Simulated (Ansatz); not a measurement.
`[F][GeH2][O][SiH3]` + silanol → `[SiH3][O][GeH2][O][SiH3]` + H–F  (ligand exchange at a Ge–F bond)

Program: Ansatz. Geometries: PBE0-D4/def2-TZVP. ΔE: electronic, gas phase. CCSD(T)/CBS adds triple-zeta CCSD(T) − MP2 to the extrapolated MP2 energy (def2 sets, frozen cores). This one scheme is used for every species. DFT in def2-TZVPP. B3LYP here is the variant with VWN-RPA as its local correlation; programs differ in this. HSE06 is defined as in plane-wave codes. For Ge outer-core shells are correlated without core-valence functions, which leaves a few kJ/mol of doubt a bond. Scalar relativity is left out up to krypton. Each species was taken in one conformer, which may not be the lowest.

```json
{"level": "LDA (SPW92)", "ΔE (kJ/mol)": "18.8", "difference from CCSD(T)/CBS": "9.1"}
{"level": "B3LYP-D4", "ΔE (kJ/mol)": "16.2", "difference from CCSD(T)/CBS": "6.5"}
{"level": "HSE06-D4", "ΔE (kJ/mol)": "15.2", "difference from CCSD(T)/CBS": "5.5"}
{"level": "CAM-B3LYP-D4", "ΔE (kJ/mol)": "19.2", "difference from CCSD(T)/CBS": "9.5"}
{"level": "ωB97M-V", "ΔE (kJ/mol)": "19.3", "difference from CCSD(T)/CBS": "9.6"}
{"level": "PBE0", "ΔE (kJ/mol)": "22.7", "difference from CCSD(T)/CBS": "13.0"}
{"level": "BHLYP", "ΔE (kJ/mol)": "25.4", "difference from CCSD(T)/CBS": "15.7"}
{"level": "RPA@PBE/def2-TZVPP", "ΔE (kJ/mol)": "11.8", "difference from CCSD(T)/CBS": "2.1"}
{"level": "MP2/def2-TZVPP", "ΔE (kJ/mol)": "9.3", "difference from CCSD(T)/CBS": "-0.4"}
{"level": "HF/CBS(def2)", "ΔE (kJ/mol)": "25.8", "difference from CCSD(T)/CBS": "16.1"}
{"level": "CCSD(T)/CBS", "ΔE (kJ/mol)": "9.7", "difference from CCSD(T)/CBS": "0"}
```

Largest T1 diagnostic among the species: 0.012.

The D4 term adds −12.8 kJ/mol with B3LYP and −7.5 kJ/mol with PBE0; it sums over pairs of atoms, weighted by their polarisabilities, and B3LYP, whose exchange is more repulsive, gets the larger term. From PBE to PBE0 (25 % exact exchange), in def2-TZVPP and without D4, ΔE moves by −4.4 kJ/mol.
